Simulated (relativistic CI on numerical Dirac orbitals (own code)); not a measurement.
# What each ingredient does to the levels of S14+

Base calculation: Dirac-Coulomb-Breit CI, separate exchange-only KLI orbitals for each configuration, model QED, unscaled Slater integrals.

CI space: 1s², 1s2s, 1s2p, 1s3s, 1s3p, 1s3d, 1s4s, 1s4p, 1s4d, 1s4f, 1s5s, 1s5p, 1s5d, 1s5f, 1s5g, 1s6s, 1s6p, 1s6d. Levels of other configurations are missing.

Variants: (1) one mean potential for all configurations. Shifts of the energy above 1s² ¹S0, in eV, for the lowest level and the first level of each name with at least 55 % of one term (blank where a level changes its place among those of its configuration and J or its character, or is not in the variant):

| Level | Base | Δ(1) |
| --- | --- | --- |
| 1s² ¹S0 | 0.00 | 0.00 |
| 1s2s ³S1 | 2429.09 | -0.12 |
| 1s2p ³P°0 | 2445.55 | -0.17 |
| 1s2p ³P°1 | 2445.94 | -0.16 |
| 1s2s ¹S0 | 2446.95 | +0.45 |
| 1s2p ³P°2 | 2447.56 | -0.16 |
| 1s2p ¹P°1 | 2459.86 | -0.02 |
| 1s3s ³S1 | 2874.26 | +0.02 |
| 1s3p ³P°0 | 2878.80 | 0.00 |
| 1s3p ³P°1 | 2878.92 | 0.00 |
| 1s3s ¹S0 | 2879.06 | +0.13 |
| 1s3p ³P°2 | 2879.39 | 0.00 |
| 1s3d ³D1 | 2881.86 | +0.05 |
| 1s3d ³D2 | 2881.87 | +0.05 |

At this charge energies of transitions that change n are usually good to better than 1 %, and those within a shell (Δn = 0) to a few per cent.

Ionisation energy from the two ground configurations alone: base 3222.42 eV. The NIST ASD value (theoretical) is 3223.78 eV.

LS names give the leading component of a level, which can be under half, so a name can repeat, a term be missing and a line seem to break the LS rules.
